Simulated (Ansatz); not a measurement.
C$_{2}$H$_{5}$ (SMILES [CH2]C), doublet, geometry from GFN2-xTB; Ansatz (a first-principles code) with PBE0/def2-SVP.

Ansatz was given this input:
Ansatz 0.2 input:
```yaml
crystal:
  periodic: [false, false, false]
  atoms:
    - {symbol: C, position_ang: [-0.02614715, -0.68564880, -0.01471818]}
    - {symbol: C, position_ang: [0.00914777, 0.78429993, 0.01653914]}
    - {symbol: H, position_ang: [0.98817534, -1.11000404, -0.01568722]}
    - {symbol: H, position_ang: [-0.53087951, -1.08690884, 0.86435588]}
    - {symbol: H, position_ang: [-0.52155198, -1.05009079, -0.91400379]}
    - {symbol: H, position_ang: [0.10921562, 1.30609826, 0.94783358]}
    - {symbol: H, position_ang: [0.05703688, 1.34899869, -0.89342413]}
basis:
  gaussian:
    orbitals: def2-SVP
hamiltonian:
  xc: pbe0
magnetization: {spin_polarized: true, initial_magnetization: 1}
accuracy: high
```

The log (banner, timings and long lists left out):

```
Functional definition: PBE0
1273 factors; integrals over basis functions are off by at most 3.3e-9 eV
mean field evaluation 1: about -2145.5690 eV, gradient 2.7e1 eV
mean field evaluation 2: about -2145.3670 eV, gradient 2.8e1 eV
mean field evaluation 4: about -2149.4178 eV, gradient 1.0e0 eV
mean field evaluation 8: about -2149.5717 eV, gradient 5.2e-2 eV
mean field evaluation 16: about -2149.5717 eV, gradient 4.5e-5 eV
mean field -2149.57172154 eV, -78.9953037346 hartree, gradient 2.5e-8 eV, S^2 0.754495; 0 other end points of the search recorded, 0 dependent functions left out
reference -2149.57172349 eV, -78.9953038062 hartree; 9, 8 occupied and 44, 45 virtual orbitals, 1273 factors
Total energy: -2149.57172349 eV, -78.9953038062 hartree
```
